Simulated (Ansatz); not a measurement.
C₂H₈BNO, SMILES `CBOCN`, relaxed with RKS PBE-D4/def2-SVP in the Gaussian-basis code of Ansatz from a rough embedded geometry. The force threshold is 0.03 eV/Å; the program also tests the step.

Charge 0, multiplicity 1.

Start:

```xyz
13

C     1.160    1.050    1.422
B     1.211    0.572   -0.027
O     0.584   -0.680   -0.402
C    -0.779   -0.476   -0.879
N    -1.383   -1.672   -1.233
H     0.608    0.300    2.111
H     0.669    2.018    1.533
H     2.204    1.085    1.855
H     1.741    1.214   -0.821
H    -0.793    0.271   -1.710
H    -1.367    0.049    0.010
H    -1.499   -2.288   -0.385
H    -2.355   -1.442   -1.472
```

```json
{"step": "1", "energy (eV)": "-6404.7614", "largest force (eV/Å)": "3.436", "largest move (Å)": "0.000"}
{"step": "2", "energy (eV)": "-6405.1644", "largest force (eV/Å)": "1.170", "largest move (Å)": "0.174"}
{"step": "3", "energy (eV)": "-6405.3140", "largest force (eV/Å)": "0.689", "largest move (Å)": "0.192"}
{"step": "4", "energy (eV)": "-6405.4634", "largest force (eV/Å)": "0.846", "largest move (Å)": "0.195"}
{"step": "5", "energy (eV)": "-6405.6388", "largest force (eV/Å)": "0.541", "largest move (Å)": "0.196"}
{"step": "6", "energy (eV)": "-6405.7788", "largest force (eV/Å)": "0.916", "largest move (Å)": "0.200"}
{"step": "7", "energy (eV)": "-6405.8599", "largest force (eV/Å)": "0.974", "largest move (Å)": "0.194"}
{"step": "8", "energy (eV)": "-6405.9302", "largest force (eV/Å)": "0.387", "largest move (Å)": "0.200"}
{"step": "9", "energy (eV)": "-6405.9477", "largest force (eV/Å)": "0.423", "largest move (Å)": "0.197"}
{"step": "10", "energy (eV)": "-6405.9609", "largest force (eV/Å)": "0.316", "largest move (Å)": "0.063"}
{"step": "11", "energy (eV)": "-6405.9710", "largest force (eV/Å)": "0.185", "largest move (Å)": "0.069"}
{"step": "12", "energy (eV)": "-6405.9748", "largest force (eV/Å)": "0.500", "largest move (Å)": "0.135"}
{"step": "13", "energy (eV)": "-6405.9919", "largest force (eV/Å)": "0.224", "largest move (Å)": "0.156"}
{"step": "14", "energy (eV)": "-6405.9949", "largest force (eV/Å)": "0.087", "largest move (Å)": "0.068"}
{"step": "15", "energy (eV)": "-6405.9965", "largest force (eV/Å)": "0.213", "largest move (Å)": "0.147"}
{"step": "16", "energy (eV)": "-6405.9994", "largest force (eV/Å)": "0.128", "largest move (Å)": "0.040"}
{"step": "17", "energy (eV)": "-6406.0017", "largest force (eV/Å)": "0.041", "largest move (Å)": "0.050"}
{"step": "18", "energy (eV)": "-6406.0027", "largest force (eV/Å)": "0.069", "largest move (Å)": "0.063"}
{"step": "19", "energy (eV)": "-6406.0033", "largest force (eV/Å)": "0.076", "largest move (Å)": "0.034"}
{"step": "20", "energy (eV)": "-6406.0039", "largest force (eV/Å)": "0.061", "largest move (Å)": "0.039"}
{"step": "21", "energy (eV)": "-6406.0044", "largest force (eV/Å)": "0.046", "largest move (Å)": "0.038"}
{"step": "22", "energy (eV)": "-6406.0046", "largest force (eV/Å)": "0.050", "largest move (Å)": "0.039"}
{"step": "23", "energy (eV)": "-6406.0047", "largest force (eV/Å)": "0.075", "largest move (Å)": "0.039"}
{"step": "24", "energy (eV)": "-6406.0051", "largest force (eV/Å)": "0.058", "largest move (Å)": "0.011"}
{"step": "25", "energy (eV)": "-6406.0053", "largest force (eV/Å)": "0.046", "largest move (Å)": "0.016"}
{"step": "26", "energy (eV)": "-6406.0053", "largest force (eV/Å)": "0.186", "largest move (Å)": "0.094"}
{"step": "27 (rejected)", "energy (eV)": "-6406.0040", "largest force (eV/Å)": "0.159", "largest move (Å)": "0.126"}
{"step": "28", "energy (eV)": "-6406.0066", "largest force (eV/Å)": "0.022", "largest move (Å)": "0.044"}
```

End:

```xyz
13

C     1.551    1.005    1.547
B     0.712    0.663    0.264
O    -0.504    0.075    0.386
C    -1.267   -0.316   -0.783
N    -1.122   -1.702   -1.071
H     1.028    0.768    2.494
H     1.842    2.078    1.551
H     2.511    0.443    1.525
H     1.130    0.917   -0.866
H    -0.927    0.314   -1.635
H    -2.318   -0.049   -0.538
H    -1.946   -2.279   -0.905
H    -0.691   -1.916   -1.970
```

Hardware: 4 threads of an Arm Neoverse V2 on a shared host. Wall time 28 s, peak host memory 0.15 GiB.
